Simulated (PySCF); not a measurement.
C3H7Te, SMILES CC(C)[Te], multiplicity 2.

The structure is a stationary point at B3LYP-D3(BJ)/def2-SVP. A frequency run showed that this geometry is not a minimum. The isomer is the one that the SMILES or the coordinates give; other isomers of the formula were not compared. The def2 effective core potentials stand for the cores of Te; spin–orbit coupling is left out.

Calculation: r2SCAN/def2-TZVP (PySCF).

Isolated molecule, no solvent.

| Item | Result |
|---|---|
| total energy | -386.60565 hartree |
| point group | Cs |
| α spin, highest occupied and lowest empty level | -5.31 and -1.10 eV |
| β spin, highest occupied and lowest empty level | -5.01 and -4.29 eV |
| dipole moment | 1.75 D |
| quadrupole, principal values (traceless, Buckingham form, about the centre of nuclear charge) | -4.34, 1.87, 2.47 D·Å |
| mean static polarisability | 74.4 bohr³ (11.03 Å³) |
| polarisability, principal values | 59.8, 66.0, 97.4 bohr³ |
| ⟨S²⟩ | 0.756 (pure state 0.75) |
